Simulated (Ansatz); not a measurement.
`[F][GeH]` + `[SiH3][N]([SiH3])[Ag]` → `[SiH3][N]([SiH3])[GeH]` + `[F][Ag]` at 600 K and 1 bar (redistribution).

Computed with Ansatz on PBE0-D4/def2-TZVP structures; ΔE is electronic, products minus reactants. CCSD(T)/CBS is the MP2 limit (def2-TZVPP, def2-QZVPP) plus CCSD(T) − MP2 in def2-TZVPP, frozen cores. Elements past krypton have def2 core potentials. For Ag, Ge outer-core shells are correlated without core-valence functions, which leaves a few kJ/mol of doubt a bond. Scalar relativity is left out up to krypton.

```
                 species  CCSD(T)/CBS energy (Eh)  H − E (kJ/mol)  S (J/(mol·K))
              `[F][GeH]`              -2176.50038            43.8          283.3
 `[SiH3][N]([SiH3])[Ag]`               -783.41096           209.5          479.8
`[SiH3][N]([SiH3])[GeH]`              -2713.20588           234.2          466.8
               `[F][Ag]`               -246.69940            23.0          260.6
```

H − E and S are ideal-gas, rigid-rotor, harmonic terms from PBE0-D4/def2-TZVP. 1 Eh = 2625.50 kJ/mol, R = 8.31446 J/(mol·K).

Task: By hand: ΔE, ΔH, ΔS and ΔG.

Result: ΔE = (-2713.20588) + (-246.69940) − (-2176.50038) − (-783.41096) = 0.00606 Eh = 15.9 kJ/mol. Δ(H − E) = 234.2 + 23.0 − 43.8 − 209.5 = 3.9, so ΔH = 19.8 kJ/mol. ΔS = 466.8 + 260.6 − 283.3 − 479.8 = -35.7 J/(mol·K). ΔG = 19.8 − 600 × (-35.7)/1000 = 41.2 kJ/mol.

Task: By hand: the equilibrium constant, and the temperature at which ΔG would vanish if ΔH and ΔS stayed fixed.

Result: log₁₀ K = −ΔG/(RT ln 10) = -3.6. ΔH and −TΔS have one sign here, so there is no such temperature.

TΔS isn't small against ΔH here. A doubt of 5 kJ/mol in ΔE shifts log₁₀ K by 0.4 here. Modes under 60 cm⁻¹, often nearly free rotors, make the harmonic entropy too high. These are equilibria of isolated gas molecules and say nothing of rates. Largest T1 diagnostic: 0.023 (customary marks: 0.02 for closed shells, 0.045 for open ones).
